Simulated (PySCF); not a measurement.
# Worked example: oscillator strength and radiative lifetime

AlH2Cl, SMILES [AlH2][Cl].

Geometry optimised at B3LYP-D3(BJ)/def2-TZVP.

TDA-LC-ωPBE/def2-TZVPD (PySCF 2.14.0) puts the first singlet state with f over 0.02 at 7.55 eV (vertical), with the transition dipole (-0.490, 0.000, 0.000) in atomic units.

Task: Find the oscillator strength, the wavelength and the radiative lifetime that this transition would have in vacuum if emission retraced absorption.

Result: 
|μ|² = 0.2401 au, so |μ| = 1.25 D. ΔE = 7.55/27.211 = 0.2775 hartree. f = (2/3) ΔE |μ|² = 0.044 (the program prints 0.044).
λ = 1239.84/7.55 = 164 nm; ν = 60895 cm⁻¹.
Einstein's coefficient A = 0.6670 ν² f s⁻¹ (ν in cm⁻¹) = 1.1e8 s⁻¹, so τ = 1/A = 9.1 ns. This state is S3; the lower singlets have f = 0.000, 0.000. The figure is the radiative limit of this one transition; relaxation, internal conversion, crossing to triplets and a medium change what is measured.
